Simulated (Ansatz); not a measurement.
P₇S₂⁺. Total charge 1; singlet. Geometry PBE-D4/def2-SVP.

```xyz
9

P    -0.4000   -0.8154   -1.7953
P     1.5238    1.7633   -0.2169
P    -2.5495   -0.1683    0.2575
P    -0.9292   -0.6015    1.7301
P    -1.1357   -1.9965   -0.0021
P     2.5547    0.1186    0.8947
P     0.6344    0.9631    1.7143
S     1.8176   -0.1952   -1.2158
S    -1.5162    0.9319   -1.3664
```

B3LYP takes the VWN-RPA correlation. Another isomer (singlet) lies 0.80 eV lower at PBE0-D4/def2-TZVP; other spin states weren't run for this one.

Estimate the orbital energies around the gap (eV) in Ansatz with PBE-D4/def2-SVP, r2SCAN-D4/def2-TZVP, B3LYP-D4/def2-TZVP, PBE0-D4/def2-SVP, BHLYP-D4/def2-TZVP.


```json
{"orbital": "HOMO−5", "PBE-D4/def2-SVP": "-11.63", "r2SCAN-D4/def2-TZVP": "-11.61", "B3LYP-D4/def2-TZVP": "-12.06", "PBE0-D4/def2-SVP": "-12.69", "BHLYP-D4/def2-TZVP": "-13.14"}
{"orbital": "HOMO−4", "PBE-D4/def2-SVP": "-11.46", "r2SCAN-D4/def2-TZVP": "-11.45", "B3LYP-D4/def2-TZVP": "-11.93", "PBE0-D4/def2-SVP": "-12.53", "BHLYP-D4/def2-TZVP": "-13.03"}
{"orbital": "HOMO−3", "PBE-D4/def2-SVP": "-11.26", "r2SCAN-D4/def2-TZVP": "-11.25", "B3LYP-D4/def2-TZVP": "-11.73", "PBE0-D4/def2-SVP": "-12.31", "BHLYP-D4/def2-TZVP": "-12.81"}
{"orbital": "HOMO−2", "PBE-D4/def2-SVP": "-11.18", "r2SCAN-D4/def2-TZVP": "-11.16", "B3LYP-D4/def2-TZVP": "-11.61", "PBE0-D4/def2-SVP": "-12.18", "BHLYP-D4/def2-TZVP": "-12.61"}
{"orbital": "HOMO−1", "PBE-D4/def2-SVP": "-10.72", "r2SCAN-D4/def2-TZVP": "-10.70", "B3LYP-D4/def2-TZVP": "-11.19", "PBE0-D4/def2-SVP": "-11.77", "BHLYP-D4/def2-TZVP": "-12.26"}
{"orbital": "HOMO", "PBE-D4/def2-SVP": "-10.55", "r2SCAN-D4/def2-TZVP": "-10.51", "B3LYP-D4/def2-TZVP": "-10.99", "PBE0-D4/def2-SVP": "-11.55", "BHLYP-D4/def2-TZVP": "-12.00"}
{"orbital": "LUMO", "PBE-D4/def2-SVP": "-8.40", "r2SCAN-D4/def2-TZVP": "-8.18", "B3LYP-D4/def2-TZVP": "-7.59", "PBE0-D4/def2-SVP": "-7.78", "BHLYP-D4/def2-TZVP": "-6.56"}
{"orbital": "LUMO+1", "PBE-D4/def2-SVP": "-7.96", "r2SCAN-D4/def2-TZVP": "-7.75", "B3LYP-D4/def2-TZVP": "-7.12", "PBE0-D4/def2-SVP": "-7.26", "BHLYP-D4/def2-TZVP": "-6.03"}
{"orbital": "LUMO+2", "PBE-D4/def2-SVP": "-7.63", "r2SCAN-D4/def2-TZVP": "-7.41", "B3LYP-D4/def2-TZVP": "-6.84", "PBE0-D4/def2-SVP": "-6.94", "BHLYP-D4/def2-TZVP": "-5.78"}
{"orbital": "LUMO+3", "PBE-D4/def2-SVP": "-7.17", "r2SCAN-D4/def2-TZVP": "-6.97", "B3LYP-D4/def2-TZVP": "-6.40", "PBE0-D4/def2-SVP": "-6.46", "BHLYP-D4/def2-TZVP": "-5.32"}
{"orbital": "LUMO+4", "PBE-D4/def2-SVP": "-6.87", "r2SCAN-D4/def2-TZVP": "-6.66", "B3LYP-D4/def2-TZVP": "-6.11", "PBE0-D4/def2-SVP": "-6.10", "BHLYP-D4/def2-TZVP": "-4.99"}
{"orbital": "LUMO+5", "PBE-D4/def2-SVP": "-6.67", "r2SCAN-D4/def2-TZVP": "-6.43", "B3LYP-D4/def2-TZVP": "-5.87", "PBE0-D4/def2-SVP": "-5.93", "BHLYP-D4/def2-TZVP": "-4.74"}
```
